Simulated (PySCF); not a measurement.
Geometries of 2 isomers of C4H9NSi2, from PySCF, PBE0-D3(BJ)/def2-SVP geometry optimisation, gas phase. One conformer each, no zero-point energy, no frequencies.

Question: Which is lower in electronic energy at this level?
A.
```xyz
16
angstrom
N      3.606   -0.607   -0.729
C      2.657   -0.547   -0.063
Si     1.102   -0.431    0.954
C     -0.266   -1.402    0.064
C     -0.923   -0.467   -0.963
C     -1.386    0.853   -0.328
Si     0.068    1.648    0.618
H      1.440   -0.913    2.321
H      0.119   -2.322   -0.401
H     -1.004   -1.709    0.827
H     -0.201   -0.254   -1.772
H     -1.774   -0.975   -1.447
H     -2.191    0.656    0.401
H     -1.803    1.539   -1.082
H      0.889    2.551   -0.242
H     -0.353    2.376    1.853
```
B.
```xyz
16
angstrom
C      2.458   -2.215   -0.134
C      1.744   -1.235   -0.082
C      0.861   -0.087   -0.008
C     -0.045    0.104   -1.249
Si    -1.433    1.304   -0.783
N     -1.531    0.942    0.923
Si    -0.283   -0.114    1.524
H      3.096   -3.078   -0.178
H      1.480    0.821    0.125
H     -0.504   -0.861   -1.520
H      0.540    0.431   -2.124
H     -2.708    1.022   -1.515
H     -1.075    2.733   -1.058
H     -2.269    1.306    1.515
H      0.403    0.424    2.739
H     -0.754   -1.500    1.834
```

Answer: A. That is `N#C[Si@@H]1CCC[SiH2]1`, 13.3 kcal/mol below the other.

```
                  SMILES                              atoms numbered as above      E (Eh)  relative (kcal/mol)  relative (kJ/mol)  dipole (D)
   N#C[Si@@H]1CCC[SiH2]1  [N:1]#[C:2][Si@@H:3]1[CH2:4][CH2:5][CH2:6][SiH2:7]1  -790.75966                  0.0                0.0        4.28
C#C[C@H]1C[SiH2]N[SiH2]1   [CH:1]#[C:2][C@H:3]1[CH2:4][SiH2:5][NH:6][SiH2:7]1  -790.73854                 13.3               55.5        1.05
```

As drawn, the lower has a C≡N group and an Si–Si bond, which the higher lacks; the higher has a C≡C bond and an N–H bond, which the lower lacks.
